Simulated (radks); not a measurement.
Valence configurations of Pd2+ (all share [Kr]). Calculated with a radial shooting solver on a logarithmic mesh with Libxc functionals: scalar-relativistic Kohn-Sham, PBE, spin-unpolarised, spherical densities, point nucleus. Energies are relative to 4d8; eigenvalues in eV.

\begin{tabular}{lrrrr}
valence & E (eV) & e(4d) & e(5p) & e(5s) \\ \hline
4d8 & 0.000 & -27.326 & - & - \\
4d7.5 5s0.5 & 3.801 & -29.233 & - & -21.096 \\
4d7 5s1 & 8.145 & -31.186 & - & -21.939 \\
4d7 5p1 & 14.770 & -32.414 & -16.038 & - \\
4d6 5s2 & 18.545 & -35.207 & - & -23.630 \\
4d6 5s1 5p1 & 25.621 & -36.395 & -17.240 & -24.367 \\
4d6 5p2 & 32.794 & -37.547 & -17.852 & - \\
4d5 5s1 5p2 & 46.496 & -41.608 & -18.990 & -26.657 \\
4d5 5p3 & 54.205 & -42.691 & -19.542 & - \\
\end{tabular}

NIST lists [Kr] 4d8 as the ground configuration; this level of theory agrees among the configurations tried. The energies are those of spherical spin-averaged densities, not of single terms.
